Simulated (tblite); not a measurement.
Species: C₆H₇F₂Si (charge +1).
Structure used (GFN2-xTB), in Å, numbered top down from 1:
```
atom  x, y, z in Å
F1     2.626    1.669    0.171
C2     2.453    0.334   -0.033
F3     2.886    0.087   -1.286
C4     0.974    0.054    0.064
C5     0.481   -1.192    0.285
C6    -0.908   -1.545    0.332
C7    -1.947   -0.717    0.130
C8    -1.898    0.747   -0.185
Si9   -0.157    1.483   -0.253
H10    3.087   -0.219    0.673
H11    1.182   -2.003    0.441
H12   -1.118   -2.583    0.544
H13   -2.948   -1.124    0.186
H14   -2.524    1.266    0.552
H15   -2.436    0.898   -1.130
H16    0.239    2.854   -0.503
```

Computed with GFN2-xTB (tblite): harmonic, unscaled wavenumbers at the GFN2-xTB geometry, gas phase. Against measured fundamentals such values can be off by several per cent, at times by over 20. Modes of hydrogen on silicon can be 10 to 20 % off. One conformer, not necessarily the lowest.

Harmonic wavenumbers (cm⁻¹): 29.4, 78.5, 132.6, 156.9, 215.9, 284.6, 393.4, 408.6, 429.0, 468.1, 500.3, 536.0, 592.6, 662.6, 675.1, 745.0, 780.0, 804.7, 914.3, 934.6, 944.0, 1008.8, 1037.9, 1047.5, 1099.7, 1128.8, 1197.6, 1219.9, 1231.8, 1259.7, 1287.0, 1345.6, 1356.2, 1523.9, 1626.9, 2410.0, 2904.5, 2912.8, 2938.7, 3059.4, 3072.7, 3094.8.

A = 2584, B = 986.1, C = 781.7 MHz; mass 145.029 u (most abundant isotopes); point group C1, symmetry number 1.

**Question.** Zero-point energy?

**Answer.** ½Σν̃ = 24225 cm⁻¹ = 69.26 kcal/mol.

**Question.** Give the ideal-gas entropy at 350 K and 1 bar in the rigid-rotor, harmonic-oscillator model (classical rotation).

**Answer.** Translation 41.65, rotation 29.95, vibration 31.31: S = 102.9 cal/(mol K).

**Question.** And Cp and H(350 K) − H(0)?

**Answer.** Cp = 41.32 cal/(mol K), of which vibrations give 33.37 (their classical limit is 42 R = 83.5); H(350 K) − H(0) = 8.51 kcal/mol without the zero-point energy, 5.73 from vibrations.

**Question.** Blend soft modes into free rotors: weight 1/[1 + (100 cm⁻¹/ν̃)⁴] for the oscillator and the rest for a rotor with moment μB/(μ + B), μ = h/(8π²ν), B = 10⁻⁴⁴ kg m². What vibrational entropy results?

**Answer.** 28.50 cal/(mol K) in place of 31.31, which changes −T·S at 350 K by +0.98 kcal/mol.

**Question.** How do the functions run with temperature in this model?

**Answer.** 
| T (K) | S (cal/(mol K)) | Cp (cal/(mol K)) | H − H(0) (kcal/mol) | G − H(0) (kcal/mol) | ln q(vib) |
| --- | --- | --- | --- | --- | --- |
| 150 | 77.3 | 21.6 | 2.20 | -9.41 | 2.92 |
| 250 | 90.7 | 31.6 | 4.85 | -17.82 | 5.19 |
| 298.15 | 96.7 | 36.4 | 6.49 | -22.33 | 6.31 |
| 400 | 108.7 | 45.6 | 10.68 | -32.80 | 8.70 |
| 600 | 129.9 | 58.6 | 21.21 | -56.71 | 13.38 |
| 900 | 156.0 | 70.1 | 40.69 | -99.75 | 19.97 |

q(vib) and H(0) count from the zero-point level.

Hindered rotation and anharmonicity are outside this model. Other conformers, if any are populated, would add a mixing term that is left out. The structure is chiral; the term R ln 2 for an equal mix with its mirror image is left out.
